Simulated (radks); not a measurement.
Kr, configuration [Ar] 3d10 4s2 4p4 4d2 (not the ground configuration).

Calculated with a radial shooting solver on a logarithmic mesh with Libxc functionals: Dirac Kohn-Sham, PBE, spin-unpolarised, spherical densities, point nucleus; open shells fill j = l - 1/2 first.

Energy parts (hartree):
| part | energy |
|---|---|
| total | -2789.47069 |
| kinetic | 2864.67863 |
| electron-nucleus | -6726.88041 |
| Hartree | 1168.86953 |
| exchange-correlation | -96.13844 |

Orbitals (lengths in bohr, moments of r in powers of bohr; <r^-3> diverges for s and p1/2):
orbital  occ.  eigenvalue (hartree)  <r^-3>       <r^4>      <r>     <r^2>
1s1/2       2             -520.5635       -  0.00001386  0.04148  0.002318
2s1/2       2             -68.90271       -    0.002721   0.1832   0.03965
2p1/2       2             -62.30750       -    0.001862   0.1573   0.03039
2p3/2       4             -60.32900    1428    0.002023   0.1613   0.03182
3s1/2       2             -10.10969       -      0.1651   0.5300    0.3230
3p1/2       2              -7.78035       -      0.1865   0.5332    0.3328
3p3/2       4              -7.48924   212.2      0.2012   0.5437    0.3458
3d3/2       4              -3.43005   27.64      0.2993   0.5525    0.3759
3d5/2       6              -3.38209   26.69      0.3075   0.5564    0.3811
4s1/2       2              -1.18091       -       10.76    1.517     2.622
4p1/2       2              -0.65644       -       21.66    1.764     3.596
4p3/2       2              -0.62845   20.46       23.48    1.799     3.742
4d3/2       2              -0.03502  0.4550        2121    4.740     29.40
4d5/2       0              -0.03428  0.4326        2219    4.799     30.11

The highest occupied level is 4d3/2 at -0.953 eV. The density falls to 0.001 e/bohr^3 at r = 4.82 bohr. Summed over all electrons, <r^2> = 85.47 bohr^2, which gives a Langevin (diamagnetic) susceptibility term of -67.7 x 10^-6 cm^3/mol.
